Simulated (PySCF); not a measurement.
C₂H₇FO₂Si, SMILES C[C@@H](O)[Si@@H](O)F.

Geometry optimised at PBE-D3(BJ)/def2-SVP. The structure was generated by enumeration; whether it is a known compound was not checked. Other conformers were not sampled.

Level of theory: PBE-D3(BJ)/def2-SVP (PySCF 2.14.0).

Frequencies are harmonic and unscaled.

```csv
mode,ν (cm⁻¹),IR (km/mol),moving atoms (share of kinetic energy)
1,60,2.6,"O 43 %, F 20 %, C 18 %, H 16 %"
2,114,0.7,"O 43 %, F 26 %, H 14 %, C 13 %"
3,189,10.6,"H 42 %, Si 22 %, C 17 %, O 11 %"
4,227,45.5,"H 45 %, F 27 %, C 14 %, O 13 %"
5,249,12.2,"H 73 %, O 18 %"
6,271,42.1,"H 55 %, O 26 %, C 9 %"
7,322,16.3,"O 29 %, H 24 %, C 20 %, F 14 %, Si 12 %"
8,340,46.8,"O 40 %, Si 22 %, F 18 %, H 15 %"
9,414,99.4,H 89 %
10,441,8.6,"C 39 %, H 27 %, O 24 %"
11,657,59.3,"H 39 %, C 35 %, Si 22 %"
12,728,128.0,"H 85 %, C 10 %"
13,782,62.6,"F 34 %, H 31 %, O 19 %, Si 16 %"
14,814,12.7,"H 70 %, O 23 %"
15,854,152.7,"H 40 %, Si 26 %, F 16 %, C 9 %, O 9 %"
16,896,70.8,"H 51 %, C 22 %, O 18 %"
17,935,149.2,"Si 43 %, H 27 %, O 24 %"
18,971,17.9,"H 76 %, C 18 %"
19,1040,46.7,"C 56 %, H 40 %"
20,1085,29.7,"C 48 %, H 34 %, O 17 %"
21,1220,22.2,"H 75 %, C 22 %"
22,1256,35.1,"H 77 %, C 20 %"
23,1316,18.7,"H 80 %, C 17 %"
24,1353,9.8,"H 66 %, C 31 %"
25,1402,7.1,H 95 %
26,1430,3.0,H 96 %
27,2181,131.4,H 97 %
28,2884,39.1,H 92 %
29,2969,16.8,H 97 %
30,3056,13.9,"H 91 %, C 9 %"
31,3072,10.6,"H 91 %, C 9 %"
32,3678,34.6,H 94 %
33,3768,80.4,H 94 %
```
